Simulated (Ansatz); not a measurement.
Al4Sb4. Total charge 0; singlet. Geometry r2SCAN-D4/def2-SVP; atoms count from 1.

Cartesian coordinates in Å:
```
Al 0.7471 1.7861 0.3022
Al -1.0999 -2.2029 -1.5060
Al 2.9643 0.6253 -0.0964
Al -0.6989 0.9796 2.3490
Sb 0.8461 -0.0659 -1.9137
Sb -2.0647 -0.9900 0.9696
Sb 1.0426 -1.2600 0.7327
Sb -1.7365 1.1279 -0.8373
```

In the def2 sets Sb takes a core potential; there is no spin–orbit coupling. The restricted singlet is unstable towards broken spin symmetry in Hartree–Fock (as tested in another run); at PBE0-D4/def2-TZVP this wasn't settled. Another isomer (singlet) lies 0.32 eV lower at PBE0-D4/def2-TZVP; other spin states weren't run for this one.

(1) Estimate the Mulliken populations from the PBE0/def2-TZVP orbitals of Ansatz.

(2) And the Mayer bond orders between bonded heavy atoms (over 0.3)?

Results:

(1) 
| atom | charge (e) |
| --- | --- |
| Al1 | 0.01 |
| Al2 | 0.11 |
| Al3 | 0.07 |
| Al4 | 0.10 |
| Sb5 | -0.08 |
| Sb6 | -0.10 |
| Sb7 | -0.06 |
| Sb8 | -0.06 |
Mulliken values and Mayer orders depend strongly on the basis.

(2) Al1–Al3 0.71 (2.53 Å); Al1–Al4 0.57 (2.63 Å); Al1–Sb5 0.45 (2.89 Å); Al1–Sb7 0.43 (3.09 Å); Al1–Sb8 0.61 (2.81 Å); Al2–Sb5 0.49 (2.92 Å); Al2–Sb6 0.48 (2.92 Å); Al3–Sb5 0.51 (2.88 Å); Al3–Sb7 0.59 (2.82 Å); Al4–Sb6 0.65 (2.77 Å); Sb5–Sb7 0.85 (2.91 Å); Sb5–Sb8 0.73 (3.04 Å); Sb6–Sb7 0.61 (3.13 Å); Sb6–Sb8 1.05 (2.80 Å). Values over 0.3 also appear between atoms too far apart for a bond (Al4–Sb7 0.34 at 3.27 Å; Al4–Sb8 0.30 at 3.35 Å); they arise where an orbital or an unpaired electron spreads over both atoms.
